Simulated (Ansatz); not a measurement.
Geometry optimisation, RKS BLYP-D4/def2-SVP in Ansatz.

input.yaml

```yaml
crystal:
  periodic: [false, false, false]
  atoms:
    - { symbol: Zn, position_ang: [0.385152, 0.153486, -0.010522] }
    - { symbol: Cl, position_ang: [0.843335, -0.787808, 1.943323] }
    - { symbol: Cl, position_ang: [0.26594, 1.060665, -1.931032] }
    - { symbol: "N", position_ang: [-2.401017, -0.346829, 1.288175] }
    - { symbol: H, position_ang: [-3.144628, -0.909083, 0.866135] }
    - { symbol: Si, position_ang: [-2.795389, 1.195628, 2.045923] }
    - { symbol: H, position_ang: [-3.628651, 1.116619, 3.304763] }
    - { symbol: H, position_ang: [-1.491729, 1.855788, 2.382247] }
    - { symbol: H, position_ang: [-3.557135, 2.014605, 1.046704] }
    - { symbol: H, position_ang: [-1.720976, -0.952971, 1.795084] }
basis:
  gaussian: { orbitals: def2-SVP }
hamiltonian:
  xc: blyp
  dispersion: d4
relax:
  f_tol: 0.03
  max_steps: 50
```

Launched with:

```bash
$ ansatz run input.yaml --threads 4 --pin off --max-ram 5120MiB --backend cpu --events-out ev --progress --plain --runs-dir out
```

Task: Where does it end, and by what steps?

Result: It converged. After 23 steps the energy has fallen by 0.646 eV; Cl2 moved furthest, 1.58 Å. Joined: Zn1–N4.

| step | energy less start (eV) | largest force component (eV/Å) | accepted |
| --- | --- | --- | --- |
| 0 | 0.0000 | 0.874 | yes |
| 1 | -0.1850 | 0.517 | yes |
| 2 | -0.3505 | 0.523 | yes |
| 3 | -0.4984 | 0.487 | yes |
| 4 | -0.5530 | 0.371 | yes |
| 5 | -0.5452 | 0.613 | no |
| 6 | -0.5734 | 0.050 | yes |
| 7 | -0.5839 | 0.050 | yes |
| 8 | -0.5928 | 0.082 | yes |
| 9 | -0.5999 | 0.094 | yes |
| 10 | -0.6054 | 0.095 | yes |
| 11 | -0.6166 | 0.118 | yes |
| 12 | -0.6243 | 0.234 | yes |
| 13 | -0.6297 | 0.149 | yes |
| 14 | -0.6351 | 0.079 | yes |
| 15 | -0.6384 | 0.170 | yes |
| 16 | -0.6415 | 0.105 | yes |
| 17 | -0.6429 | 0.061 | yes |
| 18 | -0.6442 | 0.077 | yes |
| 19 | -0.6450 | 0.063 | yes |
| 20 | -0.6456 | 0.052 | yes |
| 21 | -0.6458 | 0.050 | yes |
| 22 | -0.6460 | 0.036 | yes |
| 23 | -0.6461 | 0.030 | yes |

```xyz
10
Properties=species:S:1:pos:R:3
Zn -0.106 -0.086 0.347
Cl 0.961 -1.909 0.840
Cl -0.247 1.810 -0.707
N -1.877 -0.227 1.574
H -2.430 -1.006 1.182
Si -2.829 1.318 1.723
H -3.942 1.123 2.711
H -1.882 2.355 2.218
H -3.384 1.608 0.373
H -1.509 -0.586 2.470
```

Time of the run: 48 s on 4 threads of Arm Neoverse V1, with other jobs on the host, peak memory 0.19 GiB.
